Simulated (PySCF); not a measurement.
# Electron correlation in O (oxygen, neutral)

[He] 2s2 2p4, high-spin 3P determinant. Computed with PySCF 2.14 in aug-cc-pVDZ (4s3p2d, 23 functions), with the non-relativistic Hamiltonian (point nucleus). Frozen: 1s2; 6 electrons correlated.

MP2 pair energies summed by pair of shells (mhartree):

```json
{"pair": "2p-2p", "energy": "-53.96", "share (%)": "48.9"}
{"pair": "2s-2p", "energy": "-48.30", "share (%)": "43.8"}
{"pair": "2s-2s", "energy": "-8.11", "share (%)": "7.3"}
```

Total MP2 correlation energy: -110.37 mhartree.

Same-spin part -28.01 and opposite-spin part -82.36 mhartree; SCS-MP2 scales them by 1/3 and 6/5 to -108.17 mhartree.

```csv
level,correlation energy (mhartree)
CCSD,-127.24
(T),-1.81
CCSD(T),-129.05
```

Diagnostics: T1 = 0.0097, D1 = 0.0174, largest double amplitude 0.043.

Cost of the coupled-cluster step: 0.15 s of wall time on 1 thread of Neoverse-V2 (shared host), for 6 correlated electrons.
